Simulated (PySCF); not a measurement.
Bond curve of SeCl

Set-up: basis Se x2c-SVPall, Cl x2c-SVPall; spin-free X2C with a Gaussian nucleus; PySCF 2.14. Energies in eV from Se + Cl in their ground configurations at the same level. State: ²Π (doublet), unpaired electrons π ↑.

All columns are PBE0. A positive dipole means Se(−)Cl(+).

```json
{"R (Å)": "1.848", "E (eV)": "-1.442", "μ (D)": "0.21", "Mulliken charge on Se (basis-dependent)": "0.05", "HOMO (eV)": "-5.94", "LUMO (eV)": "-3.72", "Mayer bond order": "1.32", "⟨S²⟩": "0.75"}
{"R (Å)": "1.934", "E (eV)": "-2.147", "μ (D)": "-0.11", "Mulliken charge on Se (basis-dependent)": "0.07", "HOMO (eV)": "-6.17", "LUMO (eV)": "-3.94", "Mayer bond order": "1.28", "⟨S²⟩": "0.75"}
{"R (Å)": "2.020", "E (eV)": "-2.525", "μ (D)": "-0.41", "Mulliken charge on Se (basis-dependent)": "0.10", "HOMO (eV)": "-6.38", "LUMO (eV)": "-4.14", "Mayer bond order": "1.25", "⟨S²⟩": "0.75"}
{"R (Å)": "2.084", "E (eV)": "-2.655", "μ (D)": "-0.64", "Mulliken charge on Se (basis-dependent)": "0.11", "HOMO (eV)": "-6.53", "LUMO (eV)": "-4.28", "Mayer bond order": "1.22", "⟨S²⟩": "0.75"}
{"R (Å)": "2.149", "E (eV)": "-2.689", "μ (D)": "-0.85", "Mulliken charge on Se (basis-dependent)": "0.12", "HOMO (eV)": "-6.67", "LUMO (eV)": "-4.40", "Mayer bond order": "1.20", "⟨S²⟩": "0.75"}
{"R (Å)": "2.213", "E (eV)": "-2.652", "μ (D)": "-1.06", "Mulliken charge on Se (basis-dependent)": "0.13", "HOMO (eV)": "-6.79", "LUMO (eV)": "-4.51", "Mayer bond order": "1.18", "⟨S²⟩": "0.75"}
{"R (Å)": "2.299", "E (eV)": "-2.523", "μ (D)": "-1.32", "Mulliken charge on Se (basis-dependent)": "0.14", "HOMO (eV)": "-6.95", "LUMO (eV)": "-4.65", "Mayer bond order": "1.16", "⟨S²⟩": "0.75"}
{"R (Å)": "2.407", "E (eV)": "-2.278", "μ (D)": "-1.62", "Mulliken charge on Se (basis-dependent)": "0.16", "HOMO (eV)": "-7.12", "LUMO (eV)": "-4.79", "Mayer bond order": "1.13", "⟨S²⟩": "0.75"}
{"R (Å)": "2.536", "E (eV)": "-1.918", "μ (D)": "-1.93", "Mulliken charge on Se (basis-dependent)": "0.16", "HOMO (eV)": "-7.29", "LUMO (eV)": "-4.92", "Mayer bond order": "1.09", "⟨S²⟩": "0.76"}
{"R (Å)": "2.708", "E (eV)": "-1.406", "μ (D)": "-2.23", "Mulliken charge on Se (basis-dependent)": "0.17", "HOMO (eV)": "-7.44", "LUMO (eV)": "-5.02", "Mayer bond order": "1.01", "⟨S²⟩": "0.79"}
```

A fit through these points gives, at Re = 2.145 Å, μ = -0.84 D and dμ/dR = -3.30 D/Å; the reduced mass is 24.33 u.

Question: How strong is the fundamental in the double-harmonic approximation, I = 42.26·(dμ/dR)²/μred km/mol?

Answer: I = 42.26·(-3.30)²/24.33 = 18.9 km/mol at PBE0.

Spin–orbit coupling is left out. The state is the lowest determinant that a PBE0 search found; another state may lie lower at other levels.
